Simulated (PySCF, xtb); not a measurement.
Be(OMe)(SH) (CH₄BeOS), SMILES C[O][Be][SH].

GFN2-xTB in xtb at its own geometry gives an orbital gap of 5.29 eV and a dipole moment of 4.14 D.

Geometry optimised at B3LYP-D3(BJ)/def2-SVP. The values are those of a single conformer.

What does PySCF with ωB97X/def2-TZVPD give? (The exact figures need the calculation; the answer reports its results.)

gap 10.81 eV (levels -9.70 and 1.11 eV), dipole 2.20 D.
